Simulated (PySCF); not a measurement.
Level of theory: PBE-D3(BJ)/def2-TZVP // r2SCAN-D4/def2-TZVP in PySCF 2.14.0. Isolated molecules, 0 K electronic values unless said otherwise. One relaxed conformer stands for a flexible species; it need not be the lowest. Excitations are Tamm–Dancoff values on a coarser integration grid. The basis has no diffuse functions, so Rydberg states are missing or too high.

Reference species (SMILES): `[Cl][Ga]([Cl])[Cl]` (neutral, multiplicity 1).

- S1–T1 gap (TDA) = 0.32 eV
- S1 oscillator strength = 0.000
- LUMO = -2.88 eV
- HOMO–LUMO gap = 5.13 eV

After one change: the S1–T1 gap (TDA) drops by 0.10 eV; the S1 oscillator strength hardly moves; the LUMO goes up by 1.01 eV; the HOMO–LUMO gap drops by 0.55 eV.

**Question.** What was changed between the two runs? The new species is one of these.
A. `[SH][Ga]([SH])[SH]`
B. `[SH][Ga]([Cl])[Cl]` (H–S–Ga–Cl torsion 180°)
C. `[SH][Ga]([SH])[Cl]` (H–S–Ga–Cl torsion 0°, Cl–Ga–S–H torsion -180°)

**Answer.** A, `[SH][Ga]([SH])[SH]`
